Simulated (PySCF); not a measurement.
Cl₂Sn, SMILES [Cl][Sn][Cl] (connectivity only; charge and spin as stated), charge +1, multiplicity 2. Atoms are numbered in the order given.

```xyz
3

Sn     0.0000     0.0000     0.4734
Cl     0.0000    -1.9857    -0.6962
Cl     0.0000     1.9857    -0.6962
```
Charge +1, spin multiplicity 2.

Geometry optimised at B3LYP-D3(BJ)/def2-TZVP. The multiplicity is an assumed one; other spin states were not compared. The isomer is the one that the SMILES or the coordinates give; other isomers of the formula were not compared. The def2 effective core potentials stand for the cores of Sn; spin–orbit coupling is left out.

Calculation: TDA-PBE/def2-SVPD run with PySCF 2.14.0.

Vertical excitations. 

```tsv
state	energy (eV)	λ (nm)	f	main pairs
root 1	1.33	930	0.003	β HOMO→LUMO 98 %
root 2	1.38	899	0.000	β HOMO−1→LUMO 100 %
root 3	1.80	690	0.001	β HOMO−3→LUMO 100 %
root 4	1.88	658	0.007	β HOMO−2→LUMO 98 %
root 5	3.54	350	0.042	α HOMO−2→LUMO 16 %, β HOMO−4→LUMO 76 %
root 6	3.61	343	0.014	α HOMO→LUMO 97 %
root 7	4.14	300	0.000	α HOMO−1→LUMO 91 %, β HOMO→LUMO+1 8 %
root 8	4.19	296	0.004	α HOMO−2→LUMO 49 %, β HOMO−1→LUMO+1 48 %
root 9	4.36	284	0.000	α HOMO−1→LUMO 8 %, β HOMO→LUMO+1 91 %
root 10	4.45	278	0.000	α HOMO−3→LUMO 62 %, β HOMO−3→LUMO+1 37 %
```
Unrestricted roots are not spin-pure.
